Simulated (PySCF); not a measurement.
A calculated (UHF, PySCF 2.14, def2-TZVP, the non-relativistic Hamiltonian (point nucleus)) atom or ion has these occupied shells.

| shell | electrons | orbital energy (eV) | rms radius, mean of both spins (bohr) |
| --- | --- | --- | --- |
| 1s α | 1 | -9623.3 | 0.0591 |
| 1s β | 1 | -9623.2 | 0.0591 |
| 2s α | 1 | -1216.4 | 0.248 |
| 2s β | 1 | -1216.4 | 0.248 |
| 2p β | 3 | -1068.5 | 0.221 |
| 2p α | 3 | -1068.5 | 0.221 |
| 3s α | 1 | -162.82 | 0.742 |
| 3s β | 1 | -162.55 | 0.742 |
| 3p α | 3 | -113.84 | 0.782 |
| 3p β | 3 | -113.83 | 0.782 |
| 3d α | 5 | -30.632 | 0.993 |
| 3d β | 5 | -30.612 | 0.993 |
| 4s α | 1 | -16.690 | 2.75 |

Question: Name the element and its charge.

Answer: Zn⁺ (zinc, charge +1), in [Ar] 3d10 4s1, 2S determinant.
